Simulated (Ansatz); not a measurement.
`C[C]1(C)[O][AlH]1` + H₂ → `C[CH]1[O][AlH]1` + CH₄ at 298.15 K and 1 bar (hydrogenolysis of a C–C bond).

Program: Ansatz. Geometries: PBE0-D4/def2-TZVP. ΔE: electronic, gas phase. CCSD(T)/CBS adds triple-zeta CCSD(T) − MP2 to the extrapolated MP2 energy (def2 sets, frozen cores). This one scheme is used for every species.

```tsv
species	CCSD(T)/CBS energy (Eh)	H − E (kJ/mol)	S (J/(mol·K))
`C[C]1(C)[O][AlH]1`	-435.53451	261.0	327.0
H₂	-1.17544	35.1	130.4
`C[CH]1[O][AlH]1`	-396.26752	184.8	297.9
CH₄	-40.46206	127.4	186.2
```

H − E and S are ideal-gas, rigid-rotor, harmonic terms from PBE0-D4/def2-TZVP, for one conformer and one mirror image of each species. The MP2-based limit puts H₂ 0.8 mEh under its directly extrapolated value; such offsets cancel only in part. 1 Eh = 2625.50 kJ/mol, R = 8.31446 J/(mol·K).

Q: By hand: ΔE, ΔH, ΔS and ΔG.

A: ΔE = (-396.26752) + (-40.46206) − (-435.53451) − (-1.17544) = -0.01963 Eh = -51.5 kJ/mol. Δ(H − E) = 184.8 + 127.4 − 261.0 − 35.1 = 16.1, so ΔH = -35.4 kJ/mol. ΔS = 297.9 + 186.2 − 327.0 − 130.4 = 26.7 J/(mol·K). ΔG = -35.4 − 298.15 × (26.7)/1000 = -43.4 kJ/mol.

Q: By hand: the equilibrium constant, and the temperature at which ΔG would vanish if ΔH and ΔS stayed fixed.

A: log₁₀ K = −ΔG/(RT ln 10) = 7.6. ΔH and −TΔS have one sign here, so there is no such temperature.

ΔH outweighs TΔS. A doubt of 5 kJ/mol in ΔE shifts log₁₀ K by 0.9 here. Other conformers and mirror images would add mixing entropy, several J/(mol·K) or more a flexible species. These are equilibria of isolated gas molecules and say nothing of rates. Largest T1 diagnostic: 0.016 (customary marks: 0.02 for closed shells, 0.045 for open ones).
